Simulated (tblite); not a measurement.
Run record: tight-binding relaxation, `COCCC[Se][SiH3]`.

Computed with GFN2-xTB geometry optimisation, gas phase (tblite 0.8.0). Start geometry: from a force field or distance geometry. The input is one job of a driver script: a line of settings, then coordinates in Å.

Command:
```bash
OMP_NUM_THREADS=1 python probes_run.py task.json out
```

Input:
```
{"job": {"kind": "relax", "xc": "GFN2-xTB", "basis": "xTB"}, "charge": 0, "multiplicity": 1}
C     -2.799100     0.508100     1.182700
O     -1.898500     0.373400     0.106600
C     -1.385000    -0.921800     0.101200
C     -0.420900    -0.972700    -1.089600
C      0.676100     0.036200    -0.846300
Se     1.636900    -0.351100     0.808100
Si     3.572800     0.867900     0.752400
H     -3.181200     1.539000     1.181000
H     -2.258400     0.243700     2.118200
H     -3.583900    -0.269400     1.026300
H     -2.223500    -1.641600    -0.057900
H     -0.862800    -1.178100     1.054400
H     -0.002400    -1.995000    -1.158400
H     -0.975400    -0.669900    -1.992800
H      0.231500     1.064100    -0.727300
H      1.400900     0.102500    -1.661000
H      4.585300    -0.040200     0.166700
H      4.022200     1.228600     2.110600
H      3.455400     2.085600    -0.052100
```

Q: What does the run print?

A: 
```
step      E/eV     max force
  0    -643.78707    1.409
  1    -643.86683    0.554
  2    -643.90918    0.468
  3    -643.93204    0.431
  4    -643.94953    0.268
  5    -643.96109    0.242
  6    -643.97496    0.298
  7    -643.98868    0.316
  8    -644.00173    0.251
  9    -644.00996    0.169
... (131 lines left out)
141    -644.08095    0.012
142    -644.08098    0.015
143    -644.08102    0.018
144    -644.08107    0.015
145    -644.08111    0.015
146    -644.08115    0.017
147    -644.08119    0.019
148    -644.08122    0.015
149    -644.08125    0.013
150    -644.08126    0.009
```

«max force» is the largest atomic force in eV/Å.

Q: From which step on does the largest force stay under 0.1 eV/Å, and how much energy is left to gain from there?

A: From step 90 (0.055 eV/Å), 7.6 meV above the end.

Summary of the converged run: energy lowered by 6.8 kcal/mol over 150 steps; largest atomic force 0.009 eV/Å at the end.

Q: Where do the atoms end?

A: 0.457 Å rms from the input after alignment:
```
atom  x, y, z in Å
C1    -2.8904    0.6133    1.0611
O2    -1.9478    0.3825    0.0491
C3    -1.3882   -0.9095    0.1066
C4    -0.3266   -1.0393   -0.9775
C5     0.8563   -0.1239   -0.7202
Se6    1.9146   -0.6899    0.8593
Si7    3.5201    0.9084    0.6947
H8    -3.2589    1.6276    0.9212
H9    -2.4355    0.5216    2.0557
H10   -3.7281   -0.0928    0.9933
H11   -2.1743   -1.6674   -0.0391
H12   -0.9291   -1.0808    1.0947
H13    0.0033   -2.0791   -1.0286
H14   -0.7725   -0.7652   -1.9364
H15    0.5117    0.8930   -0.5314
H16    1.5436   -0.1302   -1.5680
H17    4.1788    0.7703   -0.6031
H18    4.4260    0.6482    1.8024
H19    2.8872    2.2223    0.7891
```

Time: 0.98 s of wall time. Hardware: one thread, Arm Neoverse V2 (aarch64), on a shared host.
Labels such as C1 count atoms from 1, the log's own numbers from 0.
